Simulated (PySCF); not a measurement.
## Rh²⁺ (rhodium, charge +2) across methods

[Kr] 4d6 5s1, high-spin 6D determinant (an excited configuration). Calculation: PySCF 2.14, in x2c-QZVPPall (13s8p7d4f2g, 118 functions); scalar relativity by spin-free X2C-1e.

```
   method  E (hartree)  mean ε 4d α (eV)  mean ε 4d β (eV)  mean ε 5s α (eV)  Σ⟨r²⟩ (bohr²)   ⟨S²⟩
  r2SCANh     -4782.53           -32.123           -28.481           -22.715          34.17  8.751
      PBE     -4782.12           -30.723           -27.563           -22.162          34.31  8.751
      UHF  -4780.24680           -38.288           -33.861           -24.762          34.46  8.752
BHandHLYP     -4782.53           -34.653           -31.245           -23.578          34.31  8.751
      LDA     -4777.31           -30.809           -27.637           -22.495          34.29  8.750
   r2SCAN     -4782.54           -31.347           -27.753           -22.398          34.18  8.751
  wB97M-V     -4782.18           -35.180           -32.020           -24.910          34.35  8.751
     PBE0     -4782.20           -32.844           -29.427           -22.945          34.24  8.751
```
